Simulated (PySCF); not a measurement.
**Atomic charges by several schemes**

Compound: C5H5FO3.
Geometry (GFN2-xTB, Å), atoms numbered from 1 in this order:
```xyz
14
C5H5FO3 angstrom
C      2.3976   -0.5578   -0.0969
O      1.6030    0.6088    0.0345
C      0.2738    0.4218    0.1471
C     -0.5586    1.3968    0.5080
F     -0.1505    2.6440    0.7720
O     -1.9397    1.2900    0.5522
C     -2.3747    0.1211   -0.0307
C     -1.5698   -0.8733   -0.3597
O     -0.1965   -0.8506   -0.1522
H      3.4229   -0.1992   -0.1502
H      2.1459   -1.1061   -1.0075
H      2.2761   -1.2169    0.7658
H     -3.4386    0.1111   -0.1861
H     -1.8918   -1.7902   -0.8185
```

Density: PBE0/pcSseg-1 (PySCF); schemes: Mulliken, IAO, Hirshfeld and ESP-fitted. The structure is a single GFN2-xTB conformer in the gas phase; no vibrational or solvent corrections.

Task: At which atom do the 4 schemes differ most?

Result: At C4: from +0.084 (Hirshfeld) to +0.515 e (Mulliken), 0.431 e apart.

Task: For which atoms does the sign change between the 4 schemes (beyond +0.03 e in one, beyond −0.03 e in another)?

Result: C7 and C8. Atomic charges aren't observables, and each scheme defines them in its own way.

Task: Give the atomic charges in each scheme.

Result: In e:

```csv
atom,environment,Mulliken,IAO,Hirshfeld,ESP-fitted
C1,methoxy carbon,-0.025,-0.207,-0.035,-0.145
O2,ether oxygen,-0.482,-0.325,-0.117,-0.318
C3,vinylic carbon bearing oxygen,+0.340,+0.279,+0.089,+0.397
C4,vinylic C–F carbon,+0.515,+0.347,+0.084,+0.099
F5,vinyl fluorine,-0.254,-0.245,-0.080,-0.137
O6,cyclic ether oxygen,-0.440,-0.312,-0.118,-0.153
C7,vinylic carbon bearing oxygen,+0.118,-0.006,+0.003,-0.096
C8,vinylic carbon bearing oxygen,+0.109,-0.023,-0.005,-0.201
O9,cyclic ether oxygen,-0.482,-0.333,-0.105,-0.179
H10,methyl hydrogen,+0.133,+0.167,+0.059,+0.143
H11,methyl hydrogen,+0.115,+0.147,+0.042,+0.102
H12,methyl hydrogen,+0.111,+0.144,+0.044,+0.092
H13,vinylic hydrogen,+0.123,+0.184,+0.071,+0.190
H14,vinylic hydrogen,+0.118,+0.183,+0.068,+0.206
```

Mean size of the charges over all atoms: Mulliken 0.240 e, IAO 0.207 e, ESP-fitted 0.176 e, Hirshfeld 0.066 e. Each set sums to the total charge, 0, to within 0.001 e. The IAO scheme counts the electrons in orthogonalised intrinsic atomic orbitals, a minimal basis polarised so that it spans the occupied orbitals exactly.

Task: How closely do the schemes follow one another over all atoms?

Result: Correlation coefficient and root-mean-square difference: IAO with Hirshfeld 0.98, 0.159 e; Mulliken with Hirshfeld 0.94, 0.224 e; Mulliken with IAO 0.94, 0.111 e; Hirshfeld with ESP-fitted 0.88, 0.134 e; IAO with ESP-fitted 0.87, 0.115 e; Mulliken with ESP-fitted 0.73, 0.200 e.

Task: How many electrons does the ESP-fitted scheme count on C7?

Result: Z − q = 6 − (-0.096) = 6.096.
